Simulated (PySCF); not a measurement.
This PySCF input asks for the NMR shieldings of SMILES C(#C)[C@@H]1CCO[Si@@H]1P, C5H9OPSi; the geometry comes from GFN2-xTB.

```python
import basis_set_exchange as bse
import numpy as np
from pyscf import gto, dft
from pyscf.prop import nmr

atoms = """
C    -1.350360    2.561996   -0.598203
C    -0.931772    1.447869   -0.732973
C    -0.398576    0.115926   -0.831454
C    -1.266586   -0.917879   -0.103786
C    -0.355605   -2.085381    0.258234
O     0.868040   -1.578436    0.738675
Si    1.288266   -0.150243    0.064527
P     1.643521    1.345807    1.678991
H    -1.732528    3.534060   -0.506763
H    -0.306861   -0.153953   -1.887445
H    -1.651340   -0.471253    0.815119
H    -2.109849   -1.252136   -0.708496
H    -0.155611   -2.702597   -0.624715
H    -0.784382   -2.716301    1.039862
H     2.351130   -0.381151   -0.925064
H     1.900990    2.378329    0.796217
H     2.984526    1.037374    1.816288
"""
names = dict.fromkeys(["C", "O", "Si", "P", "H"], "pcSseg-1")
basis = {el: gto.basis.parse(bse.get_basis(n, elements=[el], fmt="nwchem")) for el, n in names.items()}
mol = gto.M(atom=atoms, basis=basis, charge=0, verbose=0)
mf = dft.RKS(mol, xc="PBE0")
mf.grids.level = 2
mf.grids.alignment = dft.numint.BLKSIZE   # the property module wants whole blocks of grid points
mf.conv_tol = 1e-9
mf.kernel()

calc = nmr.RKS(mf)   # GIAO
C = mf.mo_coeff
Co = C[:, mf.mo_occ > 0]
resp = mf.gen_response(singlet=True, hermi=2)
def vind(x):   # induced exchange potential for any number of trial vectors
    d = np.einsum("pi,xij,qj->xpq", C, 2 * x.reshape(-1, C.shape[1], Co.shape[1]), Co, optimize=True)
    return np.einsum("xpq,pi,qj->xij", resp(d - d.transpose(0, 2, 1)), C, Co, optimize=True).ravel()
mo1, _ = nmr.rhf.solve_mo1(calc, with_cphf=vind)
sigma = calc.kernel(mo1)
for i, s in enumerate(sigma):   # ppm
    print("%2d %-2s %9.2f" % (i, mol.atom_pure_symbol(i), np.trace(s) / 3))
```

Q: Give the expected output.

A: 
```
 0 C     112.30
 1 C      97.74
 2 C     167.75
 3 C     148.31
 4 C     114.60
 5 O     286.15
 6 Si    324.00
 7 P     616.05
 8 H      30.27
 9 H      29.44
10 H      29.70
11 H      29.47
12 H      27.92
13 H      27.22
14 H      25.99
15 H      30.68
16 H      30.47
```

These numbers come from an equivalent density-fitted implementation of the same equations, which agrees with the script to about 0.01 ppm for H and up to a few tenths of a ppm for heavy atoms, so last digits may differ.

Q: Turn these shieldings into chemical shifts. References, each an isolated molecule treated in the same way: ¹³C (σ = 186.93 ppm) and ²⁹Si (σ = 349.16 ppm) and ¹H (σ = 31.72 ppm) vs TMS; ¹⁷O (σ = 336.08 ppm) vs H2O; ³¹P (σ = 318.38 ppm) vs H3PO4.

A: Averaging equivalent atoms: C 1: 89.2; C 0: 74.6; C 4: 72.3; C 3: 38.6; C 2: 19.2; O 5: 49.9; Si 6: 25.2; P 7: -297.7; H 14: 5.73; H 13: 4.49; H 12: 3.80; H 9: 2.28; H 11: 2.25; H 10: 2.01; H 8: 1.45; H 15/16: 1.14 ppm. Experimental scales use liquid or dissolved standards, which lie at an offset from isolated H2O (liquid H2O: subtract about 36 ppm) and H3PO4.

Size and cost of the density-fitted run: 195 basis functions, 64 s wall time on 1 thread of an Arm Neoverse N1, shared host; peak memory 0.87 GiB.
